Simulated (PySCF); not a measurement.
## Exercise with solution: oscillator strength and radiative lifetime

GeH₅P, SMILES [PH2][GeH3].

The structure is a stationary point at B3LYP-D3(BJ)/def2-TZVP.

TDA-CAM-B3LYP/def2-SVPD (PySCF) puts the first singlet state with f over 0.02 at 6.56 eV (vertical), with the transition dipole (-0.498, 0.235, 0.000) in atomic units.

### Question
Find the oscillator strength, the wavelength and the radiative lifetime that this transition would have in vacuum if emission retraced absorption.

### Answer

|μ|² = 0.3032 au, so |μ| = 1.40 D. ΔE = 6.56/27.211 = 0.2411 hartree. f = (2/3) ΔE |μ|² = 0.049 (the program prints 0.049).
λ = 1239.84/6.56 = 189 nm; ν = 52910 cm⁻¹.
Einstein's coefficient A = 0.6670 ν² f s⁻¹ (ν in cm⁻¹) = 9.1e7 s⁻¹, so τ = 1/A = 11 ns. This state is S1. The figure is the radiative limit of this one transition; relaxation, internal conversion, crossing to triplets and a medium change what is measured.
